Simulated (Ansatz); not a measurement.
Reaction (redistribution): `C[SiH](Cl)Cl` + `[AlH2][NH][SiH2]Cl` → `C[SiH](Cl)[NH][AlH2]` + dichlorosilane

Calculated with Ansatz (gas phase, PBE0-D4/def2-TZVP geometries, no zero-point term in ΔE). CBS: MP2 limit from def2 TZ/QZ plus the TZ coupled-cluster correction, frozen cores. Functionals use def2-TZVPP. B3LYP here is the variant with VWN-RPA as its local correlation; programs differ in this. Each species was taken in one conformer, which may not be the lowest.

```json
{"level": "B3LYP-D4", "ΔE (kJ/mol)": "5.4"}
{"level": "B3LYP", "ΔE (kJ/mol)": "5.7"}
```

(1) What does CCSD(T)/CBS give? (An estimate is asked.)

Largest T1 diagnostic among the species: 0.011.

Results:

(1) Computed: +5.2 kJ/mol. The listed levels differ from it by 0.2, 0.5 kJ/mol.
